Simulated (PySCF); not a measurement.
How methods differ on the excitation energy of Sb

Sb [Kr] 4d10 5s2 5p3 (4S) → Sb [Kr] 4d10 5s2 5p2 6s1 (4P), as a difference of total energies. All numbers are calculated (PySCF 2.14, the spin-free X2C one-electron Hamiltonian (Gaussian nucleus), in aug-cc-pwCVTZ-DK3 (10s9p7d4f1g, 109 functions)). Correlated levels: valence: [Kr] 4d10 frozen; valence and next inner shell: [Ar] 3d10 frozen. The calculations carry no spin-orbit coupling.

**Question.** Order these methods by the excitation energy they give, lowest first.
A. LDA
B. PBE
C. r2SCANh
D. UHF

**Answer.** B (45381 cm⁻¹), A (45958 cm⁻¹), D (46251 cm⁻¹), C (48601 cm⁻¹).

Errors of the correlated levels include the incompleteness of this basis and the frozen core.

The promoted electron is Rydberg-like, and one or two diffuse shells describe it only roughly, which tends to raise the upper state.

For comparison: 46690 cm⁻¹ (measured; NIST levels, between the centres of gravity of the two terms).
